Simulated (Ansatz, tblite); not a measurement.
Cost and result up the ladder for Cu(NH3)(NH2) (CuN₂H₅) (8 atoms). Charge 0, multiplicity 1. Geometry: r2SCAN-D4/def2-TZVP.

```xyz
8

Cu   -0.038   -0.318   -0.076
N     0.014    1.478    0.624
H     0.580    2.093    0.044
H     0.405    1.498    1.563
H    -0.920    1.880    0.675
N    -0.180   -2.047   -0.599
H     0.741   -2.471   -0.706
H    -0.602   -2.113   -1.525
```

Ansatz on 4 threads of Arm Neoverse V1 on a shared host; xTB runs through tblite on one thread. Times are rough, summed over both states, and most runs start from the orbitals of an earlier one. PBE0-D4/def2-TZVP serves as the yardstick here, not as an exact answer. The other state is a triplet.

The xTB rows come from tblite.

xTB has no spin-polarisation term.

| level | functions | wall time | vertical triplet (eV) | difference from PBE0-D4/def2-TZVP (eV) |
| --- | --- | --- | --- | --- |
| GFN2-xTB | 22 | 0.007 s | 6.55 | 3.17 |
| GFN1-xTB | 27 | 0.008 s | 5.41 | 2.03 |
| PBE-D4/def2-TZVP | 137 | 3 s | 3.25 | -0.13 |
| PBE0-D4/def2-TZVP | 137 | 4.3 s | 3.38 | 0.00 |
| r2SCAN-D4/def2-TZVP (with forces) | 137 | 6.9 s | 3.29 | -0.09 |
